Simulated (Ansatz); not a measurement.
Be11⁻. Total charge -1; doublet. Geometry r2SCAN/def2-SVPD; atoms count from 1.

Cartesian coordinates in Å:
```
Be -1.8736 -1.0706 -1.1149
Be -1.1270 0.4859 0.2338
Be 1.6102 0.8796 0.9616
Be 1.3885 0.1206 -1.0463
Be 1.1397 -1.2107 0.5219
Be -0.0480 1.8992 1.5135
Be 0.2657 1.8211 -0.5972
Be 0.0685 -1.6035 -1.3098
Be -0.5587 0.3479 -1.8933
Be 0.0443 -0.1262 2.0000
Be -0.9095 -1.5435 0.7307
```

The structure comes from a short search, and lower isomers may exist.

Problem. Estimate the Mulliken populations from the PBE0/def2-TZVPD orbitals of Ansatz.

Solution. 
| atom | charge (e) | spin (α − β) |
| --- | --- | --- |
| Be1 | -0.04 | 0.28 |
| Be2 | 0.60 | 0.00 |
| Be3 | -0.01 | 0.16 |
| Be4 | 0.05 | -0.09 |
| Be5 | 0.05 | -0.09 |
| Be6 | -0.04 | 0.28 |
| Be7 | -0.43 | 0.14 |
| Be8 | -0.01 | 0.16 |
| Be9 | -0.37 | 0.01 |
| Be10 | -0.37 | 0.01 |
| Be11 | -0.43 | 0.14 |
Mulliken values and Mayer orders depend strongly on the basis. With diffuse functions, as here, like atoms can get unlike values, and bond orders can come out too low or too high.

Problem. Where does the spin sit?

Solution. Summed by element: Be 1.00, of 1 unpaired in all. Largest on single atoms: Be6 0.28, Be1 0.28, Be8 0.16.

Problem. And the Mayer bond orders between bonded heavy atoms (over 0.3)?

Solution. Be1–Be8 0.50 (2.02 Å); Be1–Be9 0.46 (2.09 Å); Be1–Be11 0.48 (2.14 Å); Be3–Be5 0.33 (2.19 Å); Be3–Be6 0.50 (2.02 Å); Be3–Be7 0.44 (2.26 Å); Be3–Be10 0.47 (2.13 Å); Be4–Be5 0.46 (2.07 Å); Be4–Be7 0.33 (2.09 Å); Be4–Be8 0.33 (2.19 Å); Be4–Be9 0.34 (2.14 Å); Be5–Be10 0.34 (2.14 Å); Be5–Be11 0.33 (2.09 Å); Be6–Be7 0.48 (2.14 Å); Be6–Be10 0.46 (2.09 Å); Be7–Be9 0.64 (2.13 Å); Be8–Be9 0.47 (2.13 Å); Be8–Be11 0.44 (2.26 Å); Be10–Be11 0.64 (2.13 Å). Values over 0.3 also appear between atoms too far apart for a bond (Be1–Be4 0.36 at 3.47 Å; Be1–Be7 0.40 at 3.63 Å; Be1–Be10 0.38 at 3.78 Å; Be3–Be8 0.55 at 3.70 Å; Be3–Be9 0.43 at 3.62 Å; Be3–Be11 0.42 at 3.50 Å; Be4–Be10 0.40 at 3.34 Å; Be4–Be11 0.50 at 3.35 Å); they arise where an orbital or an unpaired electron spreads over both atoms.
